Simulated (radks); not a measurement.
Q: These are the eigenvalues of the occupied orbitals of an atom or ion with whole-number occupations (hartree). Method: scalar-relativistic Kohn-Sham, PBE, spin-unpolarised, spherical densities, finite nucleus; Fermi nuclear charge, rms radius of each element as measured or else 0.836 A^(1/3) + 0.57 fm; computed with a radial shooting solver on a logarithmic mesh with Libxc functionals.

1s: -1841.199
2s: -304.2130
2p: -270.7669
3s: -67.62355
3p: -57.25942
3d: -43.57184
4s: -13.80723
4p: -10.39036
4d: -5.66158
5s: -2.06054
5p: -1.23468
4f: -0.55242
6s: -0.34085
5d: -0.30885

Which element is it, and in what charge state? The configuration may be excited.

A: Z = 64, gadolinium, charge +1: Gd+ in [Xe] 4f7 5d1 6s1. The list shows which subshells hold electrons but not how many an open one holds; the 1s level, -1841.2 hartree, gives Z - s = 60.7 by -(Z - s)^2/2, which with screening and relativity narrows Z to a few neighbours, and the depths of the outer levels then fix element, charge and occupations together.
